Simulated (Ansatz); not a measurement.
Harmonic frequencies (cm⁻¹) at PBE0-D4/def2-TZVP from Ansatz: 41, 75, 112, 205, 218, 275, 342, 376, 506, 540, 563, 639, 702, 849, 880, 1019, 1076, 1121, 1149, 1162, 1295, 1362, 1411, 1440, 1502, 1882, 2554, 2625, 2983, 3004, 3048, 3080, 3856.

Each molecule was computed in one conformer, which needn't be the lowest.

**Question.** Which molecule is it?
A. `[BH2][AlH][CH2]OC`
B. `NB[S][GeH3]`
C. `[BH2][AlH][CH2]CO`
D. `ClCC1CO1`

**Answer.** C.
